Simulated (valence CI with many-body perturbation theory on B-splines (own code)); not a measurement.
Results of a calculation; reference values are marked as such.
## Dy⁶¹⁺ in three bases

Method: configuration interaction combined with many-body perturbation theory (CI+MBPT): three valence electrons over a frozen Dirac-Fock core [He], radial functions for each j: 9 s, 9 p, 8 d, 6 f, 3 g, 1 h, with the one-electron correlation potential Σ1 (screened to all orders), the two-electron term Σ2, the three-electron term Σ3, Breit, model QED; selected single and double excitations, second order for the rest, scaled by the run's own slope (own B-spline code, finite nucleus).

No measured spectrum was set against this ion. As an estimate, large intervals hold to a few tenths of a per cent, small ones and those within an open d or f shell to about a per cent.

The reference run has the lowest level (2s^2 2p1/2) J=1/2 and an ionisation energy of 14489.3 eV. Its largest variational space holds 8690 state functions.

Levels are named by their leading jj configuration (3d3/2^4 stands for four electrons in 3d with j = 3/2), which in mixed levels can hold well under half, so a name can repeat and another be missing. Letters in brackets count levels of one name in rising energy.

Changed runs:
A. basis 6 s, 6 p, 5 d, 3 f, 1 g
B. basis 5 s, 5 p, 4 d, 2 f

Excitation energies of the reference run in cm⁻¹, and shifts in cm⁻¹:

```
                     Level  Reference        A       B
        (2s 2p1/2^2) J=1/2    1804570     -121    -244
        (2s^2 2p3/2) J=3/2    7031440      +26     -45
(2s 2p1/2 2p3/2) J=3/2 [a]    8294240     -179    -624
    (2s 2p1/2 2p3/2) J=5/2    8599000      +65     -72
    (2s 2p1/2 2p3/2) J=1/2    9101070      +19    -0.8
(2s 2p1/2 2p3/2) J=3/2 [b]    9115830     +102    +223
     (2p1/2^2 2p3/2) J=3/2   11004800     -112    -179
        (2s 2p3/2^2) J=5/2   15470300      -37    -359
        (2s 2p3/2^2) J=1/2   16231700      -24     +18
        (2s 2p3/2^2) J=3/2   16238300      +85    +142
     (2p1/2 2p3/2^2) J=3/2   17696900     -135    -476
     (2p1/2 2p3/2^2) J=5/2   17874800      +72     +54
    Ionisation energy (eV)    14489.3  -0.0017  -0.058
```
